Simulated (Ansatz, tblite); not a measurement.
Cost and result up the ladder for InMe2H (C₂H₇In) (10 atoms). Charge 0, multiplicity 1. Geometry: r2SCAN-D4/def2-SVP.

```xyz
10

In   -0.327    0.762   -0.144
C     1.803    0.522    0.228
H     2.254   -0.084   -0.575
H     1.964   -0.020    1.174
H     2.328    1.486    0.277
C    -1.594   -1.007   -0.138
H    -1.620   -1.439    0.876
H    -1.178   -1.776   -0.810
H    -2.624   -0.782   -0.450
H    -1.006    2.339   -0.437
```

Ansatz on 4 threads of Arm Neoverse V2 on a shared host; xTB runs through tblite on one thread. Times are rough, summed over both states, and most runs start from the orbitals of an earlier one. PBE0-D4/def2-TZVP serves as the yardstick here, not as an exact answer. The other state is a triplet.

In the def2 sets In takes a core potential; there is no spin–orbit coupling. The xTB rows come from tblite.

Run but left out: PBE-D4/def2-TZVP (triplet: an occupied level 0.20 eV above an empty one).

xTB has no spin-polarisation term.

```csv
level,functions,wall time,vertical triplet (eV),difference from PBE0-D4/def2-TZVP (eV)
GFN2-xTB,24,0.007 s,4.44,0.11
GFN1-xTB,31,0.008 s,5.69,1.37
PBE0-D4/def2-TZVP,154,8.4 s,4.33,0.00
r2SCAN-D4/def2-TZVP,154,13 s,4.11,-0.22
```
